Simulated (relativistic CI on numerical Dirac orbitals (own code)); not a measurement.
## Rh XXXVII: sensitivity of the levels to the model

Base calculation: Dirac-Coulomb-Breit CI, KLI orbitals optimised for each configuration, a model potential for QED, unscaled Slater integrals.

CI space (outside the closed core 1s2): 2s2 2p5, 2s 2p6, 2p6 3s, 2p6 3p, 2p6 3d, 2s2 2p4 3s, 2s2 2p4 3p, 2s2 2p4 3d, 2s 2p5 3s, 2s 2p5 3p, 2s 2p5 3d, 2s2 2p4 4s, 2s2 2p4 4p, 2s2 2p4 4d, 2s2 2p4 4f, 2s 2p5 4s, 2s 2p5 4p, 2s 2p5 4d, 2s 2p5 4f, 2s2 2p3 3s2, 2s2 2p4 5s, 2s2 2p3 3s 3p, 2s2 2p4 5p, 2s2 2p4 5d, 2s2 2p4 5f, 2s2 2p4 5g, 2s2 2p3 3p2, 2s2 2p3 3s 3d, 2s2 2p3 3p 3d, 2s 2p4 3s2, 2s2 2p3 3d2, 2s 2p4 3s 3p, 2s 2p5 5s, 2s 2p4 3p2, 2s 2p4 3s 3d, 2s 2p5 5p. Levels of other configurations are missing.

The lowest level and the first level of each name with at least 55 % of one term (blank where a level has no safe partner in the second run):

| Level | Base (eV) | Shift (eV) |
| --- | --- | --- |
| 2s2 2p5 2P°_3/2 | 0.00 | 0.00 |
| 2s2 2p5 2P°_1/2 | 149.23 | 0.00 |
| 2s 2p6 2S_1/2 | 390.69 | +0.31 |
| 2s2 2p4 3s 4P_5/2 | 2878.41 | +1.53 |
| 2s2 2p4 3s 2P_3/2 | 2884.59 | +1.53 |
| 2s2 2p4 3s 2S_1/2 | 2909.62 | +1.53 |
| 2s2 2p4 3p 2P°_1/2 | 2972.74 | +1.68 |
| 2s2 2p4 3p 4D°_7/2 | 2986.00 | +1.68 |
| 2s2 2p4 3s 4P_3/2 | 3024.79 | +1.53 |
| 2s2 2p4 3s 2P_1/2 | 3030.01 | +1.53 |
| 2s2 2p4 3s 2D_5/2 | 3040.44 | +1.52 |
| 2s2 2p4 3s 2D_3/2 | 3043.22 | +1.53 |
| 2s2 2p4 3d 2F_7/2 | 3074.82 | +1.31 |
| 2s2 2p4 3d 4F_9/2 | 3075.71 | +1.31 |

At this charge energies of transitions that change n are usually good to better than 1 %, and those within a shell (Δn = 0) to a few per cent.

**Question.** One thing was changed in a second run, which moved the levels as shown. Which?
A. QED terms removed
B. configuration mixing switched off
C. Breit term removed
D. P86 correlation estimate

**Answer.** D. P86 correlation estimate. A correlation estimate moves all levels of a configuration together before mixing; mixed levels move by a weighted share.

LS names give the leading component of a level, which can be under half, so a name can repeat, a term be missing and a line seem to break the LS rules.
